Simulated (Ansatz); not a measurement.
C3H8Si2 can be A, `C#C[SiH2][SiH2]C`, or B, `C=C1C[SiH]1[SiH3]`.

Gas-phase electronic energies from Ansatz, PBE0-D4/def2-TZVP geometries. CBS: MP2 limit from def2 TZ/QZ plus the TZ coupled-cluster correction, frozen cores. Functionals use def2-TZVPP. B3LYP here is the variant with VWN-RPA as its local correlation; programs differ in this. One conformer a species, not always the lowest.

Task: Which isomer does CCSD(T)/CBS put lower? Give the gap. (Estimate.)

Result: Ansatz gave: A, by 76.0 kJ/mol.

Task: Give E(B) − E(A) in kJ/mol with B3LYP, r2SCAN-D4, B2PLYP, MP2/def2-TZVPP, HF/def2-TZVPP, B3LYP-D4, PBE0-D4. (Estimate.)

Result: The calculation gave: B3LYP 69.6, r2SCAN-D4 54.3, B2PLYP 76.9, MP2/def2-TZVPP 79.5, HF/def2-TZVPP 102.0, B3LYP-D4 68.0, PBE0-D4 45.8. None reverses the order clearly.

Largest T1 diagnostic: 0.013.

In def2-TZVPP, CCSD(T) changes the Hartree–Fock value by −27.1 kJ/mol (the triples alone add −4.0 kJ/mol) and MP2 by −22.5 kJ/mol. From PBE to PBE0 (25 % exact exchange), in def2-TZVPP and without D4, E(B) − E(A) moves by +4.0 kJ/mol.
